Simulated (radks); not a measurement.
Q: The potassium ion K+, 18 electrons, occupied as [Ar] (the NIST ground configuration). Calculated with a radial shooting solver on a logarithmic mesh with Libxc functionals: non-relativistic Kohn-Sham, LDA (Slater exchange, Perdew-Zunger correlation), spin-polarised, spherical densities, point nucleus. Some entries of the table are withheld. Estimate them.

orbital  occ.  eigenvalue (eV)  <r> (bohr)  <1/r> (bohr^-1)
1s          2              (1)     0.08174            18.50
2s          2              (2)      0.3914              (3)
2p          6        -286.0395      0.3520            3.685
3s          2         -41.0276       1.275            1.095
3p          6         -24.9831         (4)           0.9607

A: 
(1) 1s eigenvalue (eV): -3500.579
(2) 2s eigenvalue (eV): -355.5676
(3) 2s <1/r> (bohr^-1): 3.753
(4) 3p <r> (bohr): 1.428
